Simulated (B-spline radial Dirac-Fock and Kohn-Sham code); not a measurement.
Conversion-electron coefficients: Tc, 200 keV

Z = 43 (technetium), transition energy 200 keV. Calculated with a radial finite-basis atomic code, using a Dirac-Hartree-Slater potential of the neutral atom with a Latter tail (no hole, which puts coefficients of high multipoles low close above an edge), finite nucleus with surface currents. Subshells that would emit electrons below 1 keV are left out.

```
subshell  electron energy (keV)        E2        E4        E5        M3        M4
       K                 178.96    0.0886      1.90      8.57      1.11      5.74
      L1                 196.96   0.00882     0.178     0.780     0.152     0.872
      L2                 197.21   0.00202     0.364      3.39    0.0203     0.165
      L3                 197.32   0.00219     0.307      2.72    0.0289     0.364
      M1                 199.46   0.00159    0.0319     0.140    0.0285     0.166
      M2                 199.55  0.000389    0.0712     0.667   0.00396    0.0324
      M3                 199.58  0.000423    0.0600     0.534   0.00571    0.0731
      M4                 199.74  1.21e-06  0.000680    0.0140  4.00e-05  0.000709
      M5                 199.75  1.33e-06  0.000616    0.0112  1.11e-05  0.000412
      N1                 199.93  0.000282   0.00566    0.0249   0.00510    0.0298
      N2                 199.95  6.12e-05    0.0112     0.105  0.000624   0.00511
      N3                 199.95  6.61e-05   0.00940    0.0837  0.000897    0.0115
      N4                 199.99  5.87e-08  3.31e-05  0.000683  1.95e-06  3.46e-05
      N5                 199.99  6.37e-08  2.97e-05  0.000544  5.35e-07  1.99e-05
   total                            0.104      2.94      17.1      1.36      7.46
```

Question: For a pure E4 transition, what fraction of decays emits a photon?

Answer: 1/(1 + α) = 0.254 with the total α = 2.94; the total includes the outer subshells that are not listed.
